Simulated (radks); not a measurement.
Ionisation of neutral germanium, [Ar] 3d10 4s2 4p2, to [Ar] 3d10 4s2 4p1 as the strength of local exchange is varied. Method: Dirac Kohn-Sham, Slater X-alpha exchange (alpha = 2/3 is LDA exchange), no correlation, spin-unpolarised, spherical densities, point nucleus; open shells fill j = l - 1/2 first; computed with a radial shooting solver on a logarithmic mesh with Libxc functionals.

| alpha | E(Ge) (hartree) | exchange (hartree) | IE (eV) | -e of the level emptied (eV) | <r> of it (bohr) |
|---|---|---|---|---|---|
| 0.57 | -2082.49869 | -62.67008 | 5.960 | 2.562 (4p1/2) | 3.069 |
| 0.667 | -2093.19169 | -73.72111 | 6.670 | 3.141 (4p1/2) | 2.939 |
| 0.708 | -2097.72828 | -78.42562 | 6.983 | 3.401 (4p1/2) | 2.889 |
| 0.728 | -2099.94489 | -80.72769 | 7.137 | 3.531 (4p1/2) | 2.866 |
| 0.822 | -2110.39479 | -91.61057 | 7.887 | 4.168 (4p1/2) | 2.763 |
| 0.823 | -2110.50624 | -91.72691 | 7.895 | 4.175 (4p1/2) | 2.762 |
| 0.977 | -2127.74051 | -109.78245 | 9.198 | 5.310 (4p1/2) | 2.615 |

NIST Atomic Spectra Database: 7.899 eV (measured). The Delta-SCF value meets it near alpha = 0.82. Spin polarisation and multiplet splitting are left out, so open shells lie too high by an amount that depends on their filling.

Beside tabulated values, note that spin-unpolarised runs miss the spin-polarisation part of the exchange energy of open shells.
